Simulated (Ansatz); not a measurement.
The same molecule with X = Si, Ge, Sn. Ansatz, PBE0-D4/def2-TZVP geometries, multiplicity 1. Each molecule was computed in one conformer, which needn't be the lowest.

Elements past krypton have def2 core potentials. Scalar relativity is left out up to krypton.

```
 X               molecule  mean X–F bond length / Å  mean X–H bond length / Å  mean X–N bond length / Å  ideal-gas entropy at 298 K and 1 bar (rigid rotor, harmonic PBE0-D4/def2-TZVP) / J/(mol·K)  HOMO–LUMO gap (ωB97M-V/def2-TZVPP) / eV  HOMO–LUMO gap (PBE0/def2-TZVPP) / eV
Si           `N[SiH](O)F`                     1.596                     1.474                     1.699                                                                                         308                                    12.54                                  8.73
Sn  `[NH2][SnH]([OH])[F]`                     1.930                     1.694                     1.992                                                                                         348                                    11.51                                  7.25
```

Give the row for X = Ge, `[NH2][GeH]([OH])[F]`. (An estimate is asked.)

Computed: 
```json
{"X": "Ge", "molecule": "`[NH2][GeH]([OH])[F]`", "mean X–F bond length / Å": "1.748", "mean X–H bond length / Å": "1.529", "mean X–N bond length / Å": "1.798", "ideal-gas entropy at 298 K and 1 bar (rigid rotor, harmonic PBE0-D4/def2-TZVP) / J/(mol·K)": "327", "HOMO–LUMO gap (ωB97M-V/def2-TZVPP) / eV": "12.62", "HOMO–LUMO gap (PBE0/def2-TZVPP) / eV": "8.60"}
```

From Si to Sn the mean X–F bond length rises at each step, by 0.334 Å in all; the mean X–H bond length rises at each step, by 0.220 Å in all; the mean X–N bond length rises at each step, by 0.293 Å in all; the ideal-gas entropy at 298 K and 1 bar (rigid rotor, harmonic PBE0-D4/def2-TZVP) rises at each step, by 40 J/(mol·K) in all; the HOMO–LUMO gap (ωB97M-V/def2-TZVPP) isn't monotonic: highest at Ge, lowest at Sn; the HOMO–LUMO gap (PBE0/def2-TZVPP) falls at each step, by 1.48 eV in all. Bonds lengthen as the atom grows down the group.
